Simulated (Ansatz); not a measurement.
**Question.** Name a neutral molecule of B, C, N, O and H with HOMO–LUMO gap (B3LYP/def2-TZVPP) between 7.45 and 7.75 eV and HOMO energy (PBE/def2-TZVPP) between -5.75 and -5.45 eV (Ansatz, PBE0-D4/def2-TZVP geometry).

**Answer.** `OB1CCN1` (7.48 eV, -5.73 eV); `CNBO` (7.75 eV, -5.74 eV). Other molecules can fit too; these were computed, each in one conformer that needn't be the lowest.

B3LYP here is the variant with VWN-RPA as its local correlation; programs differ in this.
